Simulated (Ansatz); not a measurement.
Relaxation of C₃H₉NOSi (15 atoms, charge 0, multiplicity 1), to a largest force component of 0.02 eV/Å in at most 50 steps.

The calculation used Ansatz 0.2.0, RKS B3LYP/6-31G*.

```xyz
15
Properties=species:S:1:pos:R:3
O -0.929 2.336 1.877
Si -1.466 1.087 0.960
N -0.052 0.237 0.685
C 0.206 -0.883 -0.223
C 0.554 -0.654 -1.659
C 1.518 -1.248 -0.674
H -0.196 2.860 1.493
H -1.531 2.159 2.643
H -2.002 1.570 -0.289
H 0.340 -0.020 1.640
H -0.553 -1.731 -0.023
H 0.147 -1.273 -2.394
H 0.687 0.399 -1.974
H 2.327 -0.647 -0.323
H 1.749 -2.331 -0.784
```

Problem. Where does it end, and by what steps?

Solution. The forces met the threshold. After 15 steps the energy has fallen by 2.882 eV; H8 moved furthest, 1.54 Å. Parted: O1–Si2.

```json
{"step": "0", "energy less start (eV)": "0.0000", "largest force component (eV/Å)": "5.466", "accepted": "yes"}
{"step": "1", "energy less start (eV)": "-1.2170", "largest force component (eV/Å)": "3.193", "accepted": "yes"}
{"step": "2", "energy less start (eV)": "-1.8934", "largest force component (eV/Å)": "1.850", "accepted": "yes"}
{"step": "3", "energy less start (eV)": "-2.2808", "largest force component (eV/Å)": "2.123", "accepted": "yes"}
{"step": "4", "energy less start (eV)": "-2.4688", "largest force component (eV/Å)": "1.524", "accepted": "yes"}
{"step": "5", "energy less start (eV)": "-2.6265", "largest force component (eV/Å)": "1.901", "accepted": "yes"}
{"step": "6", "energy less start (eV)": "-2.7253", "largest force component (eV/Å)": "1.259", "accepted": "yes"}
{"step": "7", "energy less start (eV)": "-2.7940", "largest force component (eV/Å)": "0.801", "accepted": "yes"}
{"step": "8", "energy less start (eV)": "-2.8392", "largest force component (eV/Å)": "0.701", "accepted": "yes"}
{"step": "9", "energy less start (eV)": "-2.8628", "largest force component (eV/Å)": "0.457", "accepted": "yes"}
{"step": "10", "energy less start (eV)": "-2.8714", "largest force component (eV/Å)": "0.299", "accepted": "yes"}
{"step": "11", "energy less start (eV)": "-2.8785", "largest force component (eV/Å)": "0.181", "accepted": "yes"}
{"step": "12", "energy less start (eV)": "-2.8806", "largest force component (eV/Å)": "0.147", "accepted": "yes"}
{"step": "13", "energy less start (eV)": "-2.8813", "largest force component (eV/Å)": "0.090", "accepted": "yes"}
{"step": "14", "energy less start (eV)": "-2.8806", "largest force component (eV/Å)": "0.060", "accepted": "no"}
{"step": "15", "energy less start (eV)": "-2.8815", "largest force component (eV/Å)": "0.012", "accepted": "yes"}
```

```xyz
15
Properties=species:S:1:pos:R:3
O -0.505 2.514 0.968
Si -1.868 0.650 1.287
N -0.460 -0.388 1.034
C 0.038 -1.029 -0.161
C 0.433 -0.192 -1.345
C 1.499 -0.893 -0.533
H 0.290 1.954 1.043
H -0.552 3.006 1.805
H -2.234 0.780 -0.186
H -0.096 -0.834 1.873
H -0.418 -1.993 -0.395
H 0.204 -0.568 -2.338
H 0.337 0.886 -1.249
H 2.120 -0.283 0.118
H 2.009 -1.749 -0.965
```

The run took 55 s on 2 threads of Arm Neoverse V2, with other jobs on the host, peak memory 0.27 GiB.
